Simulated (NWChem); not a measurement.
# SnHOF, singlet; SMILES [OH][Sn][F]

Results from NWChem. Low-valent species are run as closed-shell singlets; no triplet was tried in these runs. def2 effective core potentials on Sn; no spin-orbit coupling. Each level has its own optimisation; frequencies are unscaled. One conformer.

```
level          r F–Sn (Å)  r O–Sn (Å)  r H–O (Å)  highest harmonic frequency (cm⁻¹)  lowest (cm⁻¹)  zero-point energy (kcal/mol)
-------------  ----------  ----------  ---------  ---------------------------------  -------------  ----------------------------
PBE/def2-SVP        1.987       2.018      0.980                               3669            156                           8.8
BLYP/def2-SVP       1.995       2.029      0.982                               3624            157                           8.7
PBE0/def2-SVP       1.965       1.987      0.967                               3855            172                           9.2
```
